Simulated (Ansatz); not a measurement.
**One arrangement of a pair**

The pair of Ag⁺ (SMILES [Ag+], atom 1) and SiH$_{4}$O$_{4}$ (SMILES O[Si](O)(O)O, atoms 2–10), both closed shells, in one local arrangement (a lower one may exist), relaxed at PBE0-D4/def2-TZVP:

| atom | x (Å) | y (Å) | z (Å) |
| --- | --- | --- | --- |
| Ag1 | -0.3490 | 1.3789 | -2.5527 |
| O2 | -0.8017 | 1.2741 | -0.2275 |
| Si3 | 0.0254 | -0.1002 | 0.1856 |
| O4 | 1.1221 | 0.3732 | 1.2590 |
| O5 | 0.5878 | -0.4288 | -1.3373 |
| O6 | -0.8694 | -1.3714 | 0.5888 |
| H7 | -0.9232 | 1.9692 | 0.4253 |
| H8 | 1.6530 | -0.2328 | 1.7786 |
| H9 | 0.7638 | -1.3387 | -1.5923 |
| H10 | -1.2087 | -1.5234 | 1.4725 |

Computed with Ansatz 0.2.0 (basis: def2-TZVPPD, with def2-QZVPPD for the basis limit); correlated methods freeze the cores. Filled d shells of the heavier atoms are correlated. Core potentials replace the inner electrons of the atoms past krypton. B3LYP uses VWN-RPA correlation. Extrapolation: Hartree–Fock as exp(−7.88 √X), correlation as X^−2.97. Interaction energies count from these two fragments, frozen as in the pair, with the counterpoise correction; negative means bound.

Question: What is the interaction energy by CCSD(T) at an estimated basis limit (MP2 extrapolated from triple and quadruple zeta, plus CCSD(T) − MP2 in triple zeta)? (To be estimated.)

Answer: Computed: -48.95 kcal/mol. Hartree–Fock alone gives -38.43 kcal/mol at the basis limit. It counts from the two fragments frozen as in the pair.

The same quantity by other methods in triple zeta, and each one's difference from that estimate:
```json
{"method": "PBE-D4", "E_int (kcal/mol)": "-51.58", "difference": "-2.63"}
{"method": "revPBE-D4", "E_int (kcal/mol)": "-47.98", "difference": "0.97"}
{"method": "BLYP-D4", "E_int (kcal/mol)": "-51.31", "difference": "-2.36"}
{"method": "r2SCAN-D4", "E_int (kcal/mol)": "-53.42", "difference": "-4.47"}
{"method": "B97M-V", "E_int (kcal/mol)": "-51.35", "difference": "-2.40"}
{"method": "PBE0-D4", "E_int (kcal/mol)": "-49.39", "difference": "-0.44"}
{"method": "B3LYP-D4", "E_int (kcal/mol)": "-50.16", "difference": "-1.21"}
{"method": "HSE06-D4", "E_int (kcal/mol)": "-49.22", "difference": "-0.27"}
{"method": "wB97X-V", "E_int (kcal/mol)": "-48.44", "difference": "0.51"}
{"method": "wB97M-V", "E_int (kcal/mol)": "-48.55", "difference": "0.41"}
{"method": "B2PLYP", "E_int (kcal/mol)": "-47.02", "difference": "1.93"}
{"method": "HF", "E_int (kcal/mol)": "-38.04", "difference": "10.91"}
{"method": "MP2", "E_int (kcal/mol)": "-46.34", "difference": "2.61"}
{"method": "CCSD", "E_int (kcal/mol)": "-44.28", "difference": "4.67"}
{"method": "CCSD(T)", "E_int (kcal/mol)": "-45.28", "difference": "3.67"}
```
Differences are method less estimate.

Energy to bend the free fragments (PBE0-D4 minima) into their shapes in the pair, CCSD(T)/def2-TZVPPD: SiH$_{4}$O$_{4}$ 7.03 kcal/mol. This must be added to the interaction energy to get the binding energy from relaxed fragments.

Basis-set superposition shift (counterpoise-corrected less uncorrected): CCSD(T) 2.86; MP2 2.67; HF 0.10; PBE0-D4 0.11; wB97M-V 0.13 kcal/mol.

The T1 diagnostic stays at or below 0.012.

For scale, one of the runs: CCSD(T)/def2-TZVPPD, 332 basis functions, launched by `ansatz run in.yaml --threads 2 --pin off --events-out ev --progress --plain --max-ram 32768MiB --backend cuda --devices 0, --max-vram 18GiB`. Time: 22 s of wall clock on 2 CPU threads of an AMD EPYC 7R13 and a share of one NVIDIA H100; the host was shared. Peak host memory: 0.86 GiB.
